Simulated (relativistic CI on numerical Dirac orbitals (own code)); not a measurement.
## Electric-dipole transitions in Sm XXII

Computed by Dirac-Coulomb-Breit CI, orbitals from a KLI potential per configuration, QED by a radiative potential, unscaled Slater integrals (own radial code, finite nucleus).

Configurations in the expansion (outside the closed core [Ar] 3d10): 4s2.4p6.4d5, 4s2.4p5.4d6, 4s2.4p6.4d4.4f, 4s.4p6.4d6, 4s2.4p5.4d5.4f, 4s2.4p6.4d4.5s, 4s.4p6.4d5.4f, 4s2.4p6.4d4.5p, 4s2.4p6.4d3.4f.5s, 4s2.4p6.4d4.5d, 4s2.4p5.4d5.5s, 4s2.4p6.4d3.5s.5p, 4s2.4p6.4d4.5f, 4s2.4p6.4d4.6s, 4s2.4p6.4d4.5g, 4s2.4p6.4d4.6p, 4p6.4d6.4f, 4s2.4p6.4d4.6f, 4p6.4d7, 4p5.4d8, 4p5.4d7.4f, 4s2.4p6.4d3.5s2, 4s2.4p6.4d2.4f.5s2, 4s2.4p5.4d3.4f.5s2, 4s.4p6.4d3.4f.5s2. Double excitations out of closed p, d and f shells are left out; levels of such configurations are missing from the list, as are those of other unlisted configurations, and high levels can miss mixing partners. These lack a partner that the ground configuration has and come out too high: 4s2.4p5.4d5.5s.

```
λ vac (nm)                     Lower                          Upper   A (s⁻¹)  log gf  S velocity/length
    7.7474   4s2.4p6.4d5 4G_11/2 [4]  4s2.4p6.4d4.4f 2H°_11/2 [395]  1.41e+10   -0.82               0.67
    7.8213    4s2.4p6.4d5 6S_5/2 [1]   4s2.4p6.4d4.4f 4F°_7/2 [290]  1.20e+10   -1.06               0.71
    7.8611    4s2.4p6.4d5 6S_5/2 [1]   4s2.4p6.4d4.4f 2G°_7/2 [278]  1.26e+10   -1.03               0.70
    7.9415    4s2.4p6.4d5 4G_7/2 [3]   4s2.4p6.4d4.4f 2D°_5/2 [355]  1.96e+10   -0.95               0.68
    8.5238  4s2.4p6.4d5 2I_13/2 [16]  4s2.4p6.4d4.4f 2I°_13/2 [310]  2.34e+10   -0.45               0.47
    8.5840  4s2.4p6.4d5 2I_13/2 [16]  4s2.4p6.4d4.4f 2H°_11/2 [301]  1.63e+10   -0.67               0.41
    8.6629  4s2.4p6.4d5 2I_11/2 [11]  4s2.4p6.4d4.4f 2H°_11/2 [267]  1.28e+10   -0.76               0.62
    9.4710  4s2.4p6.4d5 2I_13/2 [16]     4s2.4p5.4d6 4G°_11/2 [142]  3.69e+10   -0.22               1.13
    9.6809    4s2.4p6.4d5 4G_5/2 [2]       4s2.4p5.4d6 4P°_3/2 [72]  1.61e+10   -1.04               1.47
    9.7083    4s2.4p6.4d5 4G_9/2 [6]       4s2.4p5.4d6 4D°_7/2 [89]  1.86e+10   -0.68               1.17
    9.7122   4s2.4p6.4d5 4G_11/2 [4]       4s2.4p5.4d6 4G°_9/2 [84]  1.18e+10   -0.78               1.24
    9.7440   4s2.4p6.4d5 4G_11/2 [4]       4s2.4p5.4d6 2G°_9/2 [81]  1.81e+10   -0.59               1.20
    9.7725    4s2.4p6.4d5 4G_9/2 [6]       4s2.4p5.4d6 4G°_9/2 [84]  1.16e+10   -0.78               0.91
    9.8016  4s2.4p6.4d5 2I_11/2 [11]     4s2.4p5.4d6 2I°_11/2 [107]  2.53e+10   -0.36               0.91
    9.8031    4s2.4p6.4d5 4G_5/2 [2]       4s2.4p5.4d6 4D°_5/2 [65]  1.00e+10   -1.06               0.79
    9.8220   4s2.4p6.4d5 4G_11/2 [4]      4s2.4p5.4d6 4G°_11/2 [76]  1.97e+10   -0.47               0.98
    9.9195    4s2.4p6.4d5 4D_7/2 [9]       4s2.4p5.4d6 4D°_5/2 [88]  1.86e+10   -0.78               0.91
    9.9201    4s2.4p6.4d5 4G_7/2 [3]       4s2.4p5.4d6 4D°_7/2 [69]  8.24e+09   -1.01               1.00
    9.9259    4s2.4p6.4d5 4G_7/2 [3]       4s2.4p5.4d6 4F°_7/2 [68]  1.21e+10   -0.84               0.69
    9.9265  4s2.4p6.4d5 2I_13/2 [16]     4s2.4p5.4d6 2I°_13/2 [103]  2.66e+10   -0.26               0.91
    9.9443    4s2.4p6.4d5 6S_5/2 [1]       4s2.4p5.4d6 6P°_3/2 [44]  2.73e+10   -0.79               1.03
    9.9494   4s2.4p6.4d5 4G_11/2 [4]      4s2.4p5.4d6 4G°_11/2 [71]  6.06e+09   -0.97               1.11
    9.9650    4s2.4p6.4d5 6S_5/2 [1]       4s2.4p5.4d6 6P°_5/2 [43]  2.71e+10   -0.62               0.89
    9.9651    4s2.4p6.4d5 4G_5/2 [2]       4s2.4p5.4d6 4G°_5/2 [56]  2.31e+10   -0.69               0.79
    10.062   4s2.4p6.4d5 4G_11/2 [4]      4s2.4p5.4d6 4H°_13/2 [63]  9.55e+09   -0.69               0.40
    10.080    4s2.4p6.4d5 4G_9/2 [6]       4s2.4p5.4d6 2G°_9/2 [67]  1.05e+10   -0.80               0.82
    10.206    4s2.4p6.4d5 6S_5/2 [1]       4s2.4p5.4d6 4D°_7/2 [39]  8.89e+09   -0.95               0.87
    10.230    4s2.4p6.4d5 4G_5/2 [7]       4s2.4p5.4d6 4F°_5/2 [62]  1.42e+10   -0.87               0.87
    10.243    4s2.4p6.4d5 4G_9/2 [6]      4s2.4p5.4d6 4H°_11/2 [58]  1.19e+10   -0.65               0.52
    10.304    4s2.4p6.4d5 4G_7/2 [3]       4s2.4p5.4d6 4H°_9/2 [54]  8.50e+09   -0.87               0.62
```

Terms are leading LS components. Brackets give the number of a level in order of energy, since labels repeat. The list gives strong lines, with weight on those to low levels, among the lowest 400 of 9974 levels, so that lines to higher ones, which can be the strongest, are missing. Levels whose partners in the same complex of configurations lie outside the list can be far off, and so can their lines. Rates are taken at the computed energies, electric ones in the length gauge. A velocity-to-length ratio far from 1 marks an uncertain rate.

At this charge energies of transitions that change n are usually good to better than 1 %, and those within a shell (Δn = 0) to a few per cent. Terms inside the open d or f shell come out 10 to 20 % too wide with unscaled integrals.

LS names give the leading component of a level, which can be under half, so a name can repeat, a term be missing and a line seem to break the LS rules.
